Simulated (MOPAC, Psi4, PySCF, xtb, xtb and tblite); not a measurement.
Internal rotation in C8H6Se2, SMILES c1c[se]c(-c2ccc[se]2)c1, singlet. Scanned: dihedral Se3–C4–C5–Se9; all other coordinates were relaxed at GFN2-xTB. Points at φ and −φ are mirror images.

Geometry of the scan point at 150° (Å):
```
16

C     -2.9271     0.7217     0.5024
C     -3.2076    -0.6005     0.3699
Se    -1.6809    -1.6290     0.1459
C     -0.7082    -0.0211     0.2900
C      0.7176     0.0187     0.1571
C      1.6001    -0.9993     0.3988
C      2.9539    -0.7016     0.1383
C      3.1797     0.5500    -0.3380
Se     1.6166     1.5319    -0.5172
C     -1.5549     1.0431     0.4460
H     -3.6900     1.4694     0.6403
H     -4.1805    -1.0571     0.3865
H      1.2703    -1.9543     0.7793
H      3.7444    -1.4138     0.3056
H      4.1307     0.9786    -0.5973
H     -1.1827     2.0526     0.5356
```

- GFN2-xTB (xtb and tblite)
- B3LYP/def2-SVP // GFN2-xTB (Psi4)
- B3LYP-D3(BJ)/def2-SVP // GFN2-xTB (Psi4)
- PBE/def2-SVP // GFN2-xTB (Psi4)
- PBE-D3(BJ)/def2-SVP // GFN2-xTB (Psi4)
- PM3, restricted, heats of formation // GFN2-xTB (MOPAC)
- PM7, restricted, heats of formation // GFN2-xTB (MOPAC)
- GFN1-xTB // GFN2-xTB (xtb)
- RKS-B3LYP/6-31G* = PySCF with restricted B3LYP/6-31G*, spherical d, density fitting // GFN2-xTB
- RMP2/3-21G = restricted MP2 (frozen core)/3-21G // GFN2-xTB (PySCF)

Least-squares fit of E(φ) = a0 + Σ (a_n cos nφ + b_n sin nφ), n = 1 to 4, to the 12 scan points, in kcal/mol above the lowest point of each profile (levels whose profile four harmonics don't fit are not listed):

| method | a0 | a1 | b1 | a2 | b2 | a3 | b3 | a4 | b4 | rms of fit |
|---|---|---|---|---|---|---|---|---|---|---|
| GFN2-xTB | 2.90 | 0.91 | 0.00 | -2.16 | 0.00 | 0.09 | 0.00 | 0.31 | 0.00 | 0.03 |
| B3LYP/def2-SVP | 1.06 | 0.46 | 0.00 | -0.90 | 0.00 | 0.15 | 0.00 | 0.54 | 0.00 | 0.04 |
| B3LYP-D3(BJ)/def2-SVP | 1.18 | 0.48 | 0.00 | -1.07 | 0.00 | 0.12 | 0.00 | 0.58 | 0.00 | 0.05 |
| PBE/def2-SVP | 1.24 | 0.36 | 0.00 | -1.25 | 0.00 | 0.11 | 0.00 | 0.57 | 0.00 | 0.05 |
| PBE-D3(BJ)/def2-SVP | 1.31 | 0.39 | 0.00 | -1.32 | 0.00 | 0.10 | 0.00 | 0.59 | 0.00 | 0.05 |
| PM3 | 1.99 | 0.43 | 0.00 | -1.54 | 0.00 | -0.07 | 0.00 | -0.15 | 0.00 | 0.10 |
| PM7 | 0.99 | 1.52 | 0.00 | 0.72 | 0.00 | 0.20 | 0.00 | 0.01 | 0.00 | 0.11 |
| GFN1-xTB | 2.37 | 0.32 | 0.00 | -2.27 | 0.00 | 0.00 | 0.00 | 0.26 | 0.00 | 0.02 |
| RKS-B3LYP/6-31G* | 1.05 | 0.52 | 0.00 | -0.78 | 0.00 | 0.16 | 0.00 | 0.54 | 0.00 | 0.04 |
| RMP2/3-21G | 1.19 | 0.58 | 0.00 | -0.64 | 0.00 | 0.27 | 0.00 | 0.29 | 0.00 | 0.05 |
